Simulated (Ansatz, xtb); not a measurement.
## Ranking isomers of C6H10P+

4 gas-phase structures of C6H10P+, from a drawn sample of its isomers (lower ones may exist). Each was relaxed with GFN2-xTB:

A. `C[PH+]1C=CCC=C1`, a singlet
B. `CC1=C(C)[PH2+]C=C1`, a singlet
C. `CC1C=C[PH2+]C=C1`, a singlet
D. `CC1=C[PH2+]C(C)=C1`, a singlet

Q: Estimate their order in r2SCAN-D4/def2-SVP//GFN2-xTB energy at these geometries, lowest first.

A: Calculated order at r2SCAN-D4/def2-SVP//GFN2-xTB: A (0.0), D (12.8), B (14.4), C (14.7) kcal/mol. Less than 1 kcal/mol parts B and C, so the order within that pair means little.

Energies above the lowest of each column, in kcal/mol; the last columns are at r2SCAN-D4/def2-SVP geometries (a dash: not run or not comparable):

| structure | GFN2-xTB | HF/STO-3G | r2SCAN-D4/def2-SVP//GFN2-xTB | r2SCAN-D4/def2-SVP | CCSD(T)/def2-SVP + ΔMP2/def2-TZVPP |
| --- | --- | --- | --- | --- | --- |
| A | 0.0 | 0.0 | 0.0 | 0.0 | 0.0 |
| D | 4.2 | 12.8 | 12.8 | 11.8 | 12.6 |
| B | 6.4 | 14.0 | 14.4 | 13.4 | – |
| C | 8.1 | 13.6 | 14.7 | 14.3 | – |

Every level run on A puts it lowest or level with the lowest. Some further structures that were screened fall inside this span and aren't listed. Frequencies (GFN2-xTB) were run for A, D alone. The ΔMP2 step shifts differences by up to 3.1 kcal/mol, which makes them less sure. ΔMP2 is the change of the MP2 energy from the smaller to the larger basis.

Over these structures GFN2-xTB departs from r2SCAN-D4/def2-SVP//GFN2-xTB by 2.9 kcal/mol on average once a common shift is removed. A GFN2-xTB relaxation took about 0.056 s and the r2SCAN-D4/def2-SVP//GFN2-xTB energy about 1.8 s on a shared host (Ansatz 0.2.0, xtb 6.7.1).
